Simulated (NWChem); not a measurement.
HSeCl; SMILES Cl[SeH]

All runs: NWChem. The geometry was optimised at PBE0/def2-SVP. B3LYP is NWChem's, with the RPA form of VWN correlation. Vertical excitations in the gas phase; the lowest state need not have the same character in each row.

```tsv
level	lowest excitation, singlet (eV)	oscillator strength of that lowest state	lowest triplet (eV)	orbital gap (eV)
PBE/aug-cc-pVDZ, TDA	2.76	0.001	2.00	2.36
B3LYP/aug-cc-pVDZ, TDA	2.85	0.001	2.09	4.03
Hartree-Fock/aug-cc-pVDZ, CIS	3.35	0.000	2.34	10.52
```
